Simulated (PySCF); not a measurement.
**Computed properties of C2H5Al, SMILES C=[CH][AlH2]**

Al(H)2(vinyl) (C₂H₅Al), SMILES [AlH2][CH]=C. The structure is a stationary point at PBE0-D3(BJ)/def2-TZVP. The values are those of a single conformer. All values are computed for the isolated molecule unless a solvent is named; none is compared with measurement here.

**Structure.** The optimised structure has Cs symmetry. All 18 harmonic modes at PBE0-D3(BJ)/def2-TZVP (PySCF) are real, so it is a minimum. With heavy atoms numbered as in [AlH2:1][CH:4]=[CH2:5], the shortest bond between them is C4–C5 at 1.337 Å and the longest Al1–C4 at 1.938 Å.

**Vibrations.** The strongest infrared lines (harmonic, unscaled, degenerate partners summed) lie at 783 cm⁻¹ (290 km/mol, H 90 %, Al 9 %), 1923 cm⁻¹ (258 km/mol, H 95 %), 624 cm⁻¹ (247 km/mol, H 79 %, Al 14 %). The softest mode is at 157 cm⁻¹ and the zero-point energy is 34.4 kcal/mol.

**Electronic structure.** CAM-B3LYP/def2-TZVPD (PySCF) places the frontier levels at -9.45 and -0.71 eV, a gap of 8.74 eV, and gives a dipole moment of 0.81 D and a mean polarisability of 55.0 bohr³.

**Excitations.** TDDFT-B3LYP/def2-SVPD (PySCF) has S1 at 4.85 eV (256 nm, f = 0.001, dark); the most intense of the 10 singlets computed lies at 7.75 eV (f = 0.21). T1 (TDA) is at 3.99 eV. No vertical singlet excitation falls in the visible range (under 3.1 eV).

**NMR.** GIAO shifts at B3LYP/pcSseg-2 (PySCF) (non-relativistic, atoms alike by connectivity averaged): ¹³C from 159.2 to 159.7 ppm against TMS; ¹H from 5.3 to 7.1 ppm against TMS.
